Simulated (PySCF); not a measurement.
Atom-mapped SMILES (the numbers label the heavy atoms): `[CH3:1][c:2]1[cH:3][cH:4][c:5]([F:6])[cH:7][cH:8]1`. Each H is labelled by its parent atom.

Calculated, not measured (PySCF 2.14): PBE0/pcSseg-1 with gauge-including orbitals, geometry from GFN2-xTB. Relativity neglected, rapidly exchanging positions averaged, in vacuum, one conformer.

δ = σ(ref) − σ, references computed at the same level: 13C (186.93 ppm) vs TMS.

Question: Do the 13C shifts follow the atomic charges (in e)? Tabulate both.

Answer: 
| atoms | hybridisation | δ (ppm) | σ para (ppm) | Hirshfeld | IAO | Mulliken | ESP-fitted |
| --- | --- | --- | --- | --- | --- | --- | --- |
| C5 | sp2 | 171.1 | -238 | +0.08 | +0.29 | +0.32 | +0.34 |
| C2 | sp2 | 138.4 | -213 | +0.00 | +0.01 | -0.35 | +0.31 |
| C3/C8 | sp2 | 135.7 | -202 | -0.05 | -0.15 | -0.01 | -0.28 |
| C4/C7 | sp2 | 121.2 | -191 | -0.07 | -0.19 | -0.14 | -0.27 |
| C1 | sp3 | 23.4 | -81 | -0.12 | -0.43 | -0.13 | -0.53 |

Correlation coefficients of δ with charge over these carbons: Hirshfeld +0.85, IAO +0.89, Mulliken +0.39, ESP-fitted +0.79; with the paramagnetic shielding -1.00. Among the 4 sp2 carbons alone: Hirshfeld +0.96, IAO +0.97, Mulliken +0.76, ESP-fitted +0.74. With so few points, grouped by hybridisation, these coefficients are fragile. Charge is one influence among several: hybridisation and low-lying excitations act through the paramagnetic term.

Shifts are as computed. Against solution values, carbons near 30 ppm lie about +3 ppm off and those near 130 ppm about +5 ppm. Of 246 compounds with measured shifts, 49 miss one by over three times the rms of a fit or turn the order of signals round; such compounds aren't used in these exercises.
